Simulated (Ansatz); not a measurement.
Job for Ansatz (an electronic-structure program): R-PBE/def2-TZVPP on H2OSe (SMILES O[SeH]), a point of a torsion scan.

Ansatz 0.2 input:
```yaml
crystal:
  periodic: [false, false, false]
  atoms:
    - {symbol: O, position_ang: [-0.88220214, 0.32427974, 0.37222827]}
    - {symbol: Se, position_ang: [0.78022173, 0.65030128, -0.30631770]}
    - {symbol: H, position_ang: [-1.29680798, -0.34900997, -0.17180652]}
    - {symbol: H, position_ang: [1.03735475, 1.63787579, 0.71787585]}
basis:
  gaussian:
    orbitals: def2-TZVPP
hamiltonian:
  xc: {name: PBE}
scf: {lower_state_search: off}
```

It printed:

```
WARN ansatz: RAYON_NUM_THREADS=1 ignored (pool sized by the plan → 1); use --threads N
Functional definition: PBE
these checks for a lower state are left out or cut short: stability, starts, cluster_reference, orbital_swaps, neighbouring_geometries, increment
integrals: 0.03 GiB planned
656 factors; their error is unknown
mean field: 0.24 GiB planned
mean field evaluation 1: about -67411.6940 eV, gradient 5.9e1 eV
mean field evaluation 2: about -67321.5972 eV, gradient 1.7e2 eV
mean field evaluation 4: about -67416.9311 eV, gradient 1.2e1 eV
mean field evaluation 8: about -67417.3824 eV, gradient 6.2e-2 eV
mean field evaluation 16: about -67417.3537 eV, gradient 7.9e-6 eV
mean field -67417.35369969 eV, -2477.5420513402 hartree, gradient 8.4e-7 eV, S^2 0.000000; 0 other end points of the search recorded, 0 dependent functions left out
reference -67417.35372636 eV, -2477.5420523202 hartree; 22, 22 occupied and 85, 85 virtual orbitals, 656 factors
Total energy: -67417.35372636 eV, -2477.5420523202 hartree
Checks for a lower state left out: stability, starts, cluster_reference, orbital_swaps, neighbouring_geometries, increment
```

Self-consistency was reached.

Cost: about 0.6 core-seconds (a rough figure).
